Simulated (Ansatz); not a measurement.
BH3N (SMILES [BH]N) moved off its minimum; all values from Ansatz (a program for electronic structure), cores frozen in correlated methods. Open shells are unrestricted.
(charge 0, multiplicity 2)
```xyz
5

B      0.74134    -0.36015     0.01176
N     -0.50730     0.11274    -0.01344
H      1.69449     0.29967    -0.00617
H     -0.76593     1.11317    -0.05571
H     -1.24654    -0.50116    -0.05898
```

Forces at HF/def2-TZVPP (eV/Å):

```tsv
atom	Fx	Fy	Fz
B1	1.480	-0.833	-0.006
N2	-1.030	3.001	-0.122
H3	0.728	0.379	0.056
H4	0.424	-1.740	0.077
H5	-1.602	-0.808	-0.004
```

Q: Give the forces (eV/Å), the total energy and the dipole at CCSD(T)/aug-cc-pVTZ.

A: 
```json
[
 {"atom": "B1", "Fx": "1.804", "Fy": "-1.049", "Fz": "0.007"},
 {"atom": "N2", "Fx": "-0.677", "Fy": "2.820", "Fz": "-0.061"},
 {"atom": "H3", "Fx": "0.808", "Fy": "0.426", "Fz": "0.051"},
 {"atom": "H4", "Fx": "0.195", "Fy": "-0.936", "Fz": "0.043"},
 {"atom": "H5", "Fx": "-2.130", "Fy": "-1.260", "Fz": "-0.040"}
]
```
Energy -81.2131 hartree, dipole 2.29 D.
